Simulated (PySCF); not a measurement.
A calculated (LDA, PySCF 2.14, aug-cc-pVTZ with one added diffuse shell each of s, p, d, f type, no relativity, point nucleus) atom or ion has these occupied shells.

```csv
shell,electrons,orbital energy (eV),"rms radius, mean of both spins (bohr)"
1s α,1,-116.53,0.494
1s β,1,-116.23,0.494
2p α,1,-10.675,2.58
```

(1) Name the element and its charge.

## Answers

(1) Be⁺ (beryllium, charge +1), in [He] 2p1, 2P determinant (an excited configuration).
